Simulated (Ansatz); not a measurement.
Consider the ligand exchange at the In–I bond: `[Cl][In]([Cl])[I]` + H₂Se → `[Cl][In]([Cl])[SeH]` + HI.

Isolated molecules relaxed with PBE0-D4/def2-TZVP in Ansatz; ΔE leaves out vibrations. CBS: MP2 limit from def2 TZ/QZ plus the TZ coupled-cluster correction, frozen cores. DFT in def2-TZVPP. Elements past krypton have def2 core potentials. For I, In, Se outer-core shells are correlated without core-valence functions, which leaves a few kJ/mol of doubt a bond. Scalar relativity is left out up to krypton. One conformer a species, not always the lowest.

| level | ΔE (kcal/mol) | difference from CCSD(T)/CBS |
| --- | --- | --- |
| revPBE-D4 | 5.6 | -1.4 |
| PBE0-D4 | 6.3 | -0.7 |
| BHLYP-D4 | 7.3 | 0.3 |
| ωB97X-V | 6.7 | -0.3 |
| B2PLYP | 6.4 | -0.6 |
| CAM-B3LYP | 6.3 | -0.7 |
| RPA@PBE/def2-TZVPP | 5.3 | -1.7 |
| HF/def2-QZVPP | 8.8 | 1.8 |
| MP2/def2-QZVPP | 7.3 | 0.3 |
| HF/CBS(def2) | 8.8 | 1.8 |
| CCSD(T)/CBS | 7.0 | 0 |

Largest T1 diagnostic among the species: 0.012.

From BLYP to BHLYP (50 % exact exchange), in def2-TZVPP and without D4, ΔE moves by +1.4 kcal/mol. Leaving LDA and LC-ωPBE aside and taking each functional with its dispersion term where it has one, the values, not all of them listed here, spread over 1.7 kcal/mol, from PBE-D4 to BHLYP-D4. In def2-TZVPP, CCSD(T) changes the Hartree–Fock value by −2.9 kcal/mol (the triples alone add −0.2 kcal/mol) and MP2 by −2.2 kcal/mol.
